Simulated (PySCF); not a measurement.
PySCF input for C4H3FOS, SMILES Oc1cc(F)cs1, TDDFT-PBE/def2-SVPD. Geometry optimised at ωB97X-D3(BJ)/def2-SVP. Other conformers were not sampled.

```python
import numpy as np
from pyscf import gto, scf, dft, tdscf

mol = gto.M(
    atom='''
    O     1.13068614    2.18232417    0.00000000
    C     0.51889323    0.98226031    0.00000000
    C     1.15149396   -0.22876152    0.00000000
    C     0.19192059   -1.29156320    0.00000000
    F     0.57370685   -2.56825927    0.00000000
    C    -1.11239101   -0.90152297    0.00000000
    S    -1.21361556    0.83043262    0.00000000
    H     0.48019727    2.89414525    0.00000000
    H     2.23256476   -0.36193310    0.00000000
    H    -2.00326442   -1.52586967    0.00000000
    ''',
    basis='def2-SVPD',
    charge=0,
    spin=0,
    symmetry=True,
    max_memory=1600,
    verbose=4,
)
mf = dft.RKS(mol, xc='pbe').density_fit(auxbasis='def2-universal-jkfit')
mf.grids.level = 3
mf.conv_tol = 1e-9
mf.max_cycle = 100
mf.kernel()
mf.grids = dft.Grids(mol).set(level=1).build(with_non0tab=True)  # coarser grid for the response kernel
td = tdscf.TDDFT(mf)
td.singlet = True
td.nstates = 10
td.conv_tol = 1e-4
td.positive_eig_threshold = 1e-6
td.kernel(x0=td.get_init_guess(mf, 15))
td.analyze()
tt = tdscf.TDA(mf)
tt.singlet = False
tt.nstates = 4
tt.conv_tol = 1e-4
tt.positive_eig_threshold = 1e-6
tt.kernel(x0=tt.get_init_guess(mf, 9))
tt.analyze(verbose=3)
```

Program output:

```
PySCF version 2.14.0

[INPUT] verbose = 4
[INPUT] num. atoms = 10
[INPUT] num. electrons = 60
[INPUT] charge = 0
[INPUT] spin (= nelec alpha-beta = 2S) = 0
[INPUT] symmetry True subgroup None
[INPUT] Mole.unit = angstrom
[INPUT] Symbol           X                Y                Z      unit          X                Y                Z       unit  Magmom
[INPUT]  1 O      1.130686140000   2.182324170000   0.000000000000 AA    2.136687137442   4.123994996319   0.000000000000 Bohr   0.0
[INPUT]  2 C      0.518893230000   0.982260310000   0.000000000000 AA    0.980566092591   1.856202968930   0.000000000000 Bohr   0.0
[INPUT]  3 C      1.151493960000  -0.228761520000   0.000000000000 AA    2.176008218491  -0.432296620639   0.000000000000 Bohr   0.0
[INPUT]  4 C      0.191920590000  -1.291563200000   0.000000000000 AA    0.362677352765  -2.440700720567   0.000000000000 Bohr   0.0
[INPUT]  5 F      0.573706850000  -2.568259270000   0.000000000000 AA    1.084148822287  -4.853306637175   0.000000000000 Bohr   0.0
[INPUT]  6 C     -1.112391010000  -0.901522970000   0.000000000000 AA   -2.102114352328  -1.703631508304   0.000000000000 Bohr   0.0
[INPUT]  7 S     -1.213615560000   0.830432620000   0.000000000000 AA   -2.293401028911   1.569290216705   0.000000000000 Bohr   0.0
[INPUT]  8 H      0.480197270000   2.894145250000   0.000000000000 AA    0.907441326064   5.469141887211   0.000000000000 Bohr   0.0
[INPUT]  9 H      2.232564760000  -0.361933100000   0.000000000000 AA    4.218935951755  -0.683954434415   0.000000000000 Bohr   0.0
[INPUT] 10 H     -2.003264420000  -1.525869670000   0.000000000000 AA   -3.785621108886  -2.883475778080   0.000000000000 Bohr   0.0

nuclear repulsion = 350.107948031181
point group symmetry = Cs
symmetry origin: [1.25981749e-09 1.57477178e-09 0.00000000e+00]
symmetry axis x: [ 1.00000000e+00 -8.22329278e-10  0.00000000e+00]
symmetry axis y: [8.22329278e-10 1.00000000e+00 0.00000000e+00]
symmetry axis z: [0. 0. 1.]
num. orbitals of irrep A' = 125
num. orbitals of irrep A" = 52
number of shells = 73
number of NR pGTOs = 261
number of NR cGTOs = 177
basis = def2-SVPD
ecp = {}


[settings echo left out]
init E= -727.647542120821
HOMO (A") = -0.251533680340266  LUMO (A") = -0.0858311527166693  gap/eV = 4.50900
cycle= 1 E= -726.481171128188  delta_E= 1.17  |g|= 0.735  |ddm|= 6.63
HOMO (A") = -0.123714620693555  LUMO (A') = -0.0506736321660171  gap/eV = 1.98755
cycle= 2 E= -726.189569555697  delta_E= 0.292  |g|= 1.39  |ddm|= 2.54
HOMO (A") = -0.189549175182582  LUMO (A') = -0.0456421142088774  gap/eV = 3.91591
cycle= 3 E= -726.583515607969  delta_E= -0.394  |g|= 0.164  |ddm|= 1.78
HOMO (A") = -0.200462151137142  LUMO (A') = -0.0546647134858755  gap/eV = 3.96735
cycle= 4 E= -726.589053411092  delta_E= -0.00554  |g|= 0.0727  |ddm|= 0.486
HOMO (A") = -0.198226304702744  LUMO (A') = -0.052996563510324  gap/eV = 3.95190
cycle= 5 E= -726.590030357206  delta_E= -0.000977  |g|= 0.0375  |ddm|= 0.167
HOMO (A") = -0.197307816948227  LUMO (A') = -0.0523483891854446  gap/eV = 3.94455
cycle= 6 E= -726.590369794007  delta_E= -0.000339  |g|= 0.0129  |ddm|= 0.0968
HOMO (A") = -0.197244937933671  LUMO (A') = -0.0522211138133888  gap/eV = 3.94630
cycle= 7 E= -726.590414538582  delta_E= -4.47e-05  |g|= 0.00402  |ddm|= 0.0297
HOMO (A") = -0.197308657002291  LUMO (A') = -0.0522572724103503  gap/eV = 3.94705
cycle= 8 E= -726.590418319824  delta_E= -3.78e-06  |g|= 0.00134  |ddm|= 0.0091
HOMO (A") = -0.197344708669108  LUMO (A') = -0.0523230926096367  gap/eV = 3.94624
cycle= 9 E= -726.590418757041  delta_E= -4.37e-07  |g|= 0.000353  |ddm|= 0.00283
HOMO (A") = -0.197349208250138  LUMO (A') = -0.0523113443637899  gap/eV = 3.94668
cycle= 10 E= -726.590418792045  delta_E= -3.5e-08  |g|= 0.00011  |ddm|= 0.000964
HOMO (A") = -0.197343456670152  LUMO (A') = -0.052310306619733  gap/eV = 3.94655
cycle= 11 E= -726.590418794141  delta_E= -2.1e-09  |g|= 5.05e-05  |ddm|= 0.000243
HOMO (A") = -0.197345654174959  LUMO (A') = -0.0523100310662867  gap/eV = 3.94662
cycle= 12 E= -726.590418794583  delta_E= -4.42e-10  |g|= 1.69e-05  |ddm|= 0.000149
HOMO (A") = -0.197343706809531  LUMO (A') = -0.0523109314577281  gap/eV = 3.94654
Extra cycle  E= -726.590418794377  delta_E= 2.07e-10  |g|= 3.37e-05  |ddm|= 0.00012
converged SCF energy = -726.590418794377
tot grids = 44936
Overwritten attributes  positive_eig_threshold  of <class 'pyscf.tdscf.rks.CasidaTDDFT'>


******** <class 'pyscf.tdscf.rks.CasidaTDDFT'> for <class 'pyscf.df.df_jk.DFSymAdaptedRKS'> ********
nstates = 10 singlet
deg_eia_thresh = 1.000e-03
wfnsym = None
conv_tol = 0.0001
eigh lindep = 1e-12
eigh level_shift = 0
eigh max_cycle = 100


Excitation energies (eV)
[4.01403352 4.91901368 5.1382124  5.25905256 5.58556434 5.7466018
 6.13476099 6.17040353 6.54582765 6.61970057]

** Singlet excitation energies and oscillator strengths **
Excited State   1:   A"      4.01403 eV    308.88 nm  f=0.0001
      30 -> 31       -0.70664
Excited State   2:   A"      4.91901 eV    252.05 nm  f=0.0009
      29 -> 31        0.70653
Excited State   3:   A'      5.13821 eV    241.30 nm  f=0.0820
      30 -> 32        0.68076
Excited State   4:   A"      5.25905 eV    235.75 nm  f=0.0000
      30 -> 33        0.70573
Excited State   5:   A'      5.58556 eV    221.97 nm  f=0.0508
      29 -> 32       -0.57097
      30 -> 32       -0.12334
      30 -> 35        0.38516
Excited State   6:   A"      5.74660 eV    215.75 nm  f=0.0002
      30 -> 34        0.70573
Excited State   7:   A"      6.13476 eV    202.10 nm  f=0.0001
      29 -> 33       -0.17048
      30 -> 36       -0.68459
Excited State   8:   A"      6.17040 eV    200.93 nm  f=0.0055
      29 -> 33        0.68497
      30 -> 36       -0.16993
Excited State   9:   A"      6.54583 eV    189.41 nm  f=0.0036
      30 -> 37       -0.70092
Excited State  10:   A'      6.61970 eV    187.30 nm  f=0.0985
      29 -> 32       -0.26020
      30 -> 35       -0.40940
      30 -> 38        0.48325

** Transition electric dipole moments (AU) **
state          X           Y           Z        Dip. S.      Osc.
  1        -0.0000      0.0000      0.0369      0.0014      0.0001
  2         0.0000      0.0000      0.0862      0.0074      0.0009
  3        -0.6440     -0.4867      0.0000      0.6515      0.0820
  4        -0.0000      0.0000      0.0165      0.0003      0.0000
  5        -0.1018      0.6007      0.0000      0.3712      0.0508
  6        -0.0000     -0.0000     -0.0328      0.0011      0.0002
  7        -0.0000      0.0000      0.0211      0.0004      0.0001
  8        -0.0000     -0.0000      0.1902      0.0362      0.0055
  9        -0.0000     -0.0000     -0.1503      0.0226      0.0036
 10        -0.7019      0.3389      0.0000      0.6076      0.0985

** Transition velocity dipole moments (imaginary part, AU) **
state          X           Y           Z        Dip. S.      Osc.
  1         0.0000      0.0000      0.0068      0.0000      0.0002
  2         0.0000      0.0000      0.0182      0.0003      0.0012
  3        -0.1204     -0.0889      0.0000      0.0224      0.0790
  4         0.0000      0.0000      0.0031      0.0000      0.0000
  5        -0.0224      0.1216      0.0000      0.0153      0.0496
  6        -0.0000     -0.0000     -0.0083      0.0001      0.0002
  7        -0.0000      0.0000      0.0117      0.0001      0.0004
  8        -0.0000     -0.0000      0.0458      0.0021      0.0062
  9         0.0000     -0.0000     -0.0445      0.0020      0.0055
 10        -0.1728      0.0741      0.0000      0.0354      0.0969

** Transition magnetic dipole moments (imaginary part, AU) **
state          X           Y           Z
  1         0.1792     -0.2087      0.0000
  2         0.0630     -0.2223      0.0000
  3        -0.0000      0.0000      0.5684
  4         0.0817     -0.1492     -0.0000
  5         0.0000      0.0000     -0.6147
  6        -0.0560      0.2697     -0.0000
  7         0.5689     -0.1882      0.0000
  8        -0.2481     -0.3902     -0.0000
  9         0.0379     -0.0479     -0.0000
 10         0.0000     -0.0000      0.1624
Overwritten attributes  positive_eig_threshold  of <class 'pyscf.tdscf.rks.TDA'>


******** <class 'pyscf.tdscf.rks.TDA'> for <class 'pyscf.df.df_jk.DFSymAdaptedRKS'> ********
nstates = 4 triplet
deg_eia_thresh = 1.000e-03
wfnsym = None
conv_tol = 0.0001
eigh lindep = 1e-12
eigh level_shift = 0
eigh max_cycle = 100


Excitation energies (eV)
[3.57109098 3.81549954 4.68607037 4.74109253]

** Triplet excitation energies and oscillator strengths **
Excited State   1:   A'      3.57109 eV    347.19 nm  f=0.0000
Excited State   2:   A"      3.81550 eV    324.95 nm  f=0.0000
Excited State   3:   A'      4.68607 eV    264.58 nm  f=0.0000
Excited State   4:   A"      4.74109 eV    261.51 nm  f=0.0000
```

The run converged.
